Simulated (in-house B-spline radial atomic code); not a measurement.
Se⁴⁺. Computed with a B-spline radial atomic code. Model: all-electron spherical atom, spin shells full or empty, radial basis limit, no spin-orbit coupling, Breit or QED, empty-state partial waves extrapolated as (l+1/2)^-4, RPA, G0W0 and static COHSEX of the highest shell as one setting changes (uncorrelated shells keep exact exchange).

Given: element Se; charge 4; filled core Ar; hamiltonian one-electron scalar X2C; mean-field start HSE06; highest l of empty states 9; nuclear rms radius 4.14 fm; highest mean-field shell 4s.

Shell: 3d 5 5, 4s 1 1 (electrons up and down).

```tsv
lowest nl shells left uncorrelated	RPA correlation energy (hartree)	G0W0 level (eV)	G0W0 minus most complete (meV)	COHSEX level (eV)	removal by RPA minus most complete (meV)
0	-2.2607	-68.104	0	-70.288	0
1	?	?	?	?	?
2	-1.93	-68.112	-8.2	-70.307	10.6
3	-1.4347	-68.094	9.9	-70.27	1.8
4	-1.2584	-68.213	-108.5	-70.491	103.8
5	?	?	?	?	?
6	-0.0803	-67.396	708.1	-69.316	-897.8
```

Task: What follows for lowest nl shells left uncorrelated = 5?

Result: RPA correlation energy -0.7461 hartree; G0W0 level -68.153 eV; G0W0 minus most complete -49.2 meV; COHSEX level -70.415 eV; removal by RPA minus most complete 2.2 meV.

Task: What follows for lowest nl shells left uncorrelated = 1?

Result: RPA correlation energy -2.1078 hartree; G0W0 level -68.103 eV; G0W0 minus most complete 0.6 meV; COHSEX level -70.286 eV; removal by RPA minus most complete -0.2 meV.
